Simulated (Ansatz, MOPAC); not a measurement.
Molecule: C2H9Si2, net charge 0, doublet state. SMILES: C[SiH](C)[SiH2]

Atoms: C1, Si2, C3, Si4, H5, H6, H7, H8, H9, H10, H11, H12, H13. Bonds: C1-Si2, C1-H5, C1-H6, C1-H7, Si2-C3, Si2-Si4, Si2-H8, C3-H9, C3-H10, C3-H11, Si4-H12, Si4-H13.

Bond lengths (Å) and angles (degrees) optimised at AM1 with MOPAC; PM6 with MOPAC; B3LYP/LANL2DZ with Ansatz (a first-principles code), each started from the B3LYP-D3(BJ)/def2-TZVP structure (Ansatz) of the last column. A row stands for all coordinates that are equal there; 13 of 26 kinds are shown. No wavenumbers were computed at B3LYP/LANL2DZ, so these may be saddle points.

| coordinate | AM1 | PM6 | B3LYP/LANL2DZ | B3LYP-D3(BJ)/def2-TZVP |
|---|---|---|---|---|
| C1-Si2 | 1.819 | 1.870 | 1.903 | 1.881 |
| C1-H5 | 1.115 | 1.099 to 1.102 | 1.098 | 1.092 |
| C1-H7 | 1.114 | 1.102 | 1.097 | 1.091 |
| Si2-C3 | 1.819 | 1.871 | 1.908 | 1.884 |
| Si2-Si4 | 2.433 | 2.085 | 2.350 | 2.339 |
| Si2-H8 | 1.469 | 1.493 | 1.491 | 1.487 |
| C3-H10 | 1.116 | 1.103 | 1.099 | 1.093 |
| Si4-H12 | 1.460 | 1.513 | 1.490 | 1.489 |
| C1-Si2-C3 | 112.1 | 110.3 | 110.4 | 110.4 |
| C1-Si2-Si4 | 112.5 | 111.6 | 109.9 | 109.2 |
| C3-Si2-Si4 | 112.5 | 116.4 | 111.9 | 111.9 |
| Si2-C1-H5 | 112.3 | 113.3 | 111.3 | 110.8 |
| Si2-C1-H6 | 110.3 | 109.9 | 110.4 | 110.6 |

A range marks coordinates that this level makes unequal.

Mean signed difference of all 12 bond lengths from B3LYP-D3(BJ)/def2-TZVP: AM1 0.002 Å, PM6 -0.014 Å, B3LYP/LANL2DZ 0.008 Å.
